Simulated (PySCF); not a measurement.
Point-charge models of `C=C([SiH3])/C=N\C1CCC1` against its computed dipole.

Coordinates (GFN2-xTB, Å) and charges (e) from the PBE0/pcSseg-1 density (PySCF):

```csv
atom,x,y,z,Mulliken,IAO,Hirshfeld,ESP-fitted
C1,2.100,1.013,-0.037,-0.0570,-0.2725,-0.0728,-0.3088
C2,1.150,1.352,-0.903,-0.5781,-0.2925,-0.0860,-0.2482
Si3,1.471,1.612,-2.750,+0.5790,+0.6053,+0.3151,+0.3880
C4,-0.243,1.548,-0.476,+0.1530,+0.0107,+0.0335,+0.3880
N5,-1.027,0.740,0.090,-0.3550,-0.2708,-0.1417,-0.7921
C6,-0.642,-0.584,0.446,-0.1954,-0.0152,+0.0095,+0.8154
C7,-1.805,-1.597,0.397,-0.0984,-0.2678,-0.0775,-0.2636
C8,-1.458,-2.052,1.821,-0.2431,-0.2671,-0.0721,-0.0670
C9,-0.544,-0.829,1.970,-0.1301,-0.2669,-0.0734,-0.2915
H10,1.898,0.898,1.018,+0.1285,+0.1515,+0.0504,+0.1518
H11,3.125,0.869,-0.341,+0.1165,+0.1503,+0.0490,+0.1669
H12,2.906,1.479,-2.997,-0.0972,-0.1145,-0.0716,-0.0813
H13,1.005,2.951,-3.118,-0.0823,-0.1151,-0.0729,-0.0962
H14,0.725,0.603,-3.506,-0.0733,-0.1142,-0.0732,-0.0850
H15,-0.667,2.520,-0.722,+0.1127,+0.1447,+0.0429,+0.0570
H16,0.253,-0.939,-0.085,+0.1109,+0.1103,+0.0223,-0.1048
H17,-1.746,-2.350,-0.386,+0.1202,+0.1318,+0.0351,+0.0362
H18,-2.761,-1.082,0.338,+0.1163,+0.1475,+0.0371,+0.0908
H19,-0.909,-2.991,1.839,+0.1144,+0.1339,+0.0366,+0.0371
H20,-2.289,-2.114,2.519,+0.1202,+0.1354,+0.0373,+0.0487
H21,0.457,-1.009,2.356,+0.1212,+0.1297,+0.0344,+0.0479
H22,-1.009,-0.019,2.527,+0.1169,+0.1453,+0.0377,+0.1107
```

Question: Form Σ q r in debye for every column and set it beside the full dipole.

Answer: The full density gives (1.75, -0.33, -0.11) D, 1.79 D in size; dipole vectors point from the negative to the positive end.

```tsv
scheme	μx	μy	μz	size (D)	share of the full size (%)	angle to the full dipole (°)
Mulliken	1.40	-1.04	-0.51	1.82	102	28
IAO	1.37	-0.07	-0.93	1.66	93	31
Hirshfeld	1.03	0.27	-0.39	1.13	63	29
ESP-fitted	1.76	-0.31	-0.08	1.78	100	1
```

Question: Which set comes closest?

Answer: Length of the difference vector: ESP-fitted 0.04 D, Mulliken 0.89 D, IAO 0.94 D, Hirshfeld 0.98 D. Closest: ESP-fitted. 

Question: What is left for the Hirshfeld atoms' own dipoles?

Answer: The Hirshfeld atoms' densities add up to the full density, so μ = Σ q r + Σ (atomic dipoles). The atomic dipoles sum to (1.75, -0.33, -0.11) − (1.03, 0.27, -0.39) = (0.72, -0.60, 0.28) D, 0.98 D in size.

Question: With the origin at the mean of the coordinates, (0.000, 0.001, 0.000) Å, which are the largest single terms, by size, of the ESP-fitted dipole along the direction of the full one?

Answer: N5 +4.37, C1 -2.78, Si3 +2.47, H11 +2.35, C6 -2.16 D; all 22 atoms together +1.78 D. The single terms depend on the origin, their sum doesn't.

Question: Give the size of the full dipole in other units.

Answer: 1.79 D = 0.704 au = 0.372 e·Å = 5.97 × 10⁻³⁰ C·m.

One conformer (not necessarily the lowest) at the GFN2-xTB geometry, without solvent, vibrations or thermal averaging.

These values come from a run that also computed NMR shieldings. Time: 1.9 min of wall time; peak memory 1.1 GiB. Hardware: an Intel Xeon at 2.50 GHz with one thread, on a shared host.

Shape of the structure used: `[CH2:1]=[C:2]([SiH3:3])/[CH:4]=[N:5]\[CH:6]1[CH2:7][CH2:8][CH2:9]1`: C1–C2–C4–N5 -59°, C4–N5–C6–C7 -149°.
